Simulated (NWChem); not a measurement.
Everything below was run with NWChem. System: C2H7NOSi, charge 0, spin multiplicity 1, at a geometry optimised with B3LYP/def2-SVP. The structure started from a generated list of species. Level: MP2/def2-SVP, 9 core orbitals frozen.

Job file:

```
start mol
memory heap 200 mb stack 800 mb global 1000 mb
geometry units angstroms nocenter noautoz
  C     -1.345551     2.226151     0.000000
  N     -0.712692     0.929893     0.000000
  C      0.547502     0.843250     0.000000
  O      1.177123    -0.340964     0.000000
  Si     0.255708    -1.785264     0.000000
  H     -1.998227     2.325989    -0.883928
  H     -1.998227     2.325989     0.883928
  H     -0.632825     3.075695     0.000000
  H      1.251907     1.696399     0.000000
  H     -0.572936    -1.894487     1.228438
  H      1.303486    -2.839341     0.000000
  H     -0.572936    -1.894487    -1.228438
  symmetry group Cs
end
basis spherical
  * library def2-svp
end
scf
  rhf
  nopen 0
  maxiter 100
  thresh 1e-7
  semidirect memsize 60000000 filesize 0
end
mp2
  freeze core 9
end
task mp2 energy
```

Part of the output:

```
             Northwest Computational Chemistry Package (NWChem) 7.3.0
             --------------------------------------------------------

                                NWChem Input Module
                                -------------------

 Scaling coordinates for geometry "geometry" by  1.889725989
 (inverse scale =  0.529177249)

 Turning off AUTOSYM since
 SYMMETRY directive was detected!

                             Geometry "geometry" -> ""
                             -------------------------

 Output coordinates in angstroms (scale by  1.889725989 to convert to a.u.)

  No.       Tag          Charge          X              Y              Z
 ---- ---------------- ---------- -------------- -------------- --------------
    1 C                    6.0000    -1.34555100     2.22615100     0.00000000
    2 N                    7.0000    -0.71269200     0.92989300     0.00000000
    3 C                    6.0000     0.54750200     0.84325000     0.00000000
    4 O                    8.0000     1.17712300    -0.34096400     0.00000000
    5 Si                  14.0000     0.25570800    -1.78526400     0.00000000
    6 H                    1.0000    -1.99822700     2.32598900    -0.88392800
    7 H                    1.0000    -1.99822700     2.32598900     0.88392800
    8 H                    1.0000    -0.63282500     3.07569500     0.00000000
    9 H                    1.0000     1.25190700     1.69639900     0.00000000
   10 H                    1.0000    -0.57293600    -1.89448700     1.22843800
   11 H                    1.0000     1.30348600    -2.83934100     0.00000000
   12 H                    1.0000    -0.57293600    -1.89448700    -1.22843800

 Effective nuclear repulsion energy (a.u.)     225.9851671215

            Nuclear Dipole moment (a.u.)
            ----------------------------
        X                 Y               Z
 ---------------- ---------------- ----------------
    -0.0000000000     0.0000113384     0.0000000000

      Symmetry information
      --------------------

 Group name             Cs
 Group number              2
 Group order               2
 No. of unique centers    10

      Symmetry unique atoms

     1    2    3    4    5    6    8    9   10   11


 Summary of "ao basis" -> "" (spherical)
 ------------------------------------------------------------------------------
       Tag                 Description            Shells   Functions and Types
 ---------------- ------------------------------  ------  ---------------------
 *                          def2-svp                  on all atoms

 Summary of "ao basis" -> "ao basis" (spherical)
 ------------------------------------------------------------------------------
       Tag                 Description            Shells   Functions and Types
 ---------------- ------------------------------  ------  ---------------------
 C                          def2-svp                 6       14   3s2p1d
 N                          def2-svp                 6       14   3s2p1d
 O                          def2-svp                 6       14   3s2p1d
 Si                         def2-svp                 8       18   4s3p1d
 H                          def2-svp                 3        5   2s1p

                                 NWChem SCF Module
                                 -----------------

  ao basis        = "ao basis"
  functions       =   109
  atoms           =    12
  closed shells   =    24
  open shells     =     0
  charge          =   0.00
[...]
   Bfn.  Coefficient  Atom+Function         Bfn.  Coefficient  Atom+Function
  ----- ------------  ---------------      ----- ------------  ---------------
    69     -0.698451   5 Si pz               37      0.691092   3 C  pz
    23     -0.521784   2 N  pz               96      0.488288  10 H  s
   106     -0.488288  12 H  s                34      0.397065   3 C  pz
    76     -0.325092   6 H  s                81      0.325092   7 H  s
    20      0.321945   2 N  pz                9     -0.164103   1 C  pz

 Vector   27  Occ=0.000000D+00  E= 1.893481D-01  Symmetry=a'
              MO Center= -9.3D-01,  2.4D+00, -1.5D-15, r^2= 6.8D+00
   Bfn.  Coefficient  Atom+Function         Bfn.  Coefficient  Atom+Function
  ----- ------------  ---------------      ----- ------------  ---------------
     3      2.626260   1 C  s                86     -1.218195   8 H  s
    76     -1.133507   6 H  s                81     -1.133507   7 H  s
    91     -0.834851   9 H  s                35      0.491588   3 C  px
     8      0.403218   1 C  py               31      0.338760   3 C  s
    36      0.315707   3 C  py               60      0.299466   5 Si s

 center of mass
 --------------
 x =   0.06750832 y =  -0.05790592 z =   0.00000000

 moments of inertia (a.u.)
 ------------------
         765.524054985144         248.226703758804           0.000000000000
         248.226703758804         261.888995705174           0.000000000000
           0.000000000000           0.000000000000         994.440543700743

  Mulliken analysis of the total density
  --------------------------------------

    Atom       Charge   Shell Charges
 -----------   ------   -------------------------------------------------------
    1 C    6     5.86   1.99  0.86  0.17  2.00  0.79  0.05
    2 N    7     7.49   1.99  0.99  0.63  2.34  1.50  0.03
    3 C    6     5.58   1.99  0.89  0.15  1.89  0.55  0.11
    4 O    8     8.65   1.99  1.05  0.75  2.87  1.98  0.01
    5 Si  14    13.10   2.00  1.99  0.92  0.12  5.94  1.15  0.71  0.28
    6 H    1     0.96   0.76  0.18  0.02
    7 H    1     0.96   0.76  0.18  0.02
    8 H    1     0.99   0.76  0.20  0.02
    9 H    1     0.95   0.76  0.17  0.02
   10 H    1     1.15   0.75  0.39  0.01
   11 H    1     1.16   0.75  0.40  0.01
   12 H    1     1.15   0.75  0.39  0.01

       Multipole analysis of the density wrt the origin
       ------------------------------------------------

     L   x y z        total         open         nuclear
     -   - - -        -----         ----         -------
     0   0 0 0     -0.000000      0.000000     48.000000

     1   1 0 0     -0.028544      0.000000     -0.000000
     1   0 1 0      0.527449      0.000000      0.000011
     1   0 0 1      0.000000      0.000000      0.000000

     2   2 0 0    -30.684280      0.000000    144.723143
     2   1 1 0      0.605686      0.000000   -143.170739
     2   1 0 1     -0.000000      0.000000      0.000000
     2   0 2 0    -24.968022      0.000000    442.820386
     2   0 1 1      0.000000      0.000000      0.000000
     2   0 0 2    -29.501551      0.000000     16.358250

                   NWChem MP2 Semi-direct Energy/Gradient Module
                   ---------------------------------------------

  Basis functions       =    109
  Molecular orbitals    =    109
  Frozen core           =      9
  Frozen virtuals       =      0
  Active alpha occupied =     15
  Active beta occupied  =     15
  Active alpha virtual  =     85
  Active beta virtual   =     85
  Use MO symmetry       = T
  Use skeleton AO sym   = T

  AO/Fock/Back tols     =   1.0D-09  1.0D-09  1.0D-09

 GA uses MA = F    GA memory limited = T

 Available:
  local mem=  1.15D+08
 global mem=  1.31D+08
 local disk=  0.00D+00
  mp2_memr nvloc                    85
  nvloc new                    85
   1 passes of  15:        3145728                      56749                  24083975.
   1 passes of  15: M    114683649           G      131048238           F     111537921.

 Semi-direct pass number   1 of   1  for RHF alpha+beta  at        3.0s
  vrange nnbf                  5551
  mp2_eaftype                    91  avail_ma_in_mb                   999
 EAF : mp2_eaftype filesize          91   12041987.
  mp2_eaf for mointskh                     91
Node 0 wrote     56.6 Mb in      0.0 s     Agg I/O rate:  1453.6 Mb/s
 Done moints_semi at        6.6s
  mp2_eaftype                    91  avail_ma_in_mb                   908
 EAF : mp2_eaftype filesize          91   12041987.
  mp2_eaf for kh                    91
 Done maket at        6.9s
 Done multipass loop at        6.9s

          -------------------------------------------
          SCF energy                -497.822715550512
          Correlation energy          -0.720565654682
          Singlet pairs               -0.465007165347
          Triplet pairs               -0.255558489336
          Total MP2 energy          -498.543281205194
          -------------------------------------------

          ---------------------------------------------------
                    Spin Component Scaled (SCS) MP2
          Same spin pairs                     -0.170372326224
          Same spin scaling factor             0.333333333333
          Opposite spin pairs                 -0.550193328458
          Opposite spin scaling fact.          1.200000000000
          SCS-MP2 correlation energy          -0.717022769558
          Total SCS-MP2 energy              -498.539738320070
          ---------------------------------------------------

 -----------------------
 Performance information
 -----------------------

 Timer overhead =  1.71D-07 seconds/call

               Nr. of calls         CPU time (s)                 Wall time (s)                GFlops
             ---------------    -------------------     ------------------------------   -------------------
Name         Min   Avg   Max    Min     Avg     Max     Min     Avg     Max   Mx/calls   Min     Max     Sum
mp2: moin     1     1     1    3.6     3.6     3.6      3.6     3.6     3.6     3.6      0.0     0.0     0.0
mp2: make     1     1     1   0.28    0.28    0.28     0.28    0.28    0.28    0.28      0.0     0.0     0.0
mp2: tota     1     1     1    3.9     3.9     3.9      3.9     3.9     3.9     3.9      0.0     0.0     0.0

 The average no. of pstat calls per process was 3.00D+00
 with a timing overhead of 5.12D-07s

 Task  times  cpu:        6.9s     wall:        6.9s

 Total times  cpu:        6.9s     wall:        6.9s
```
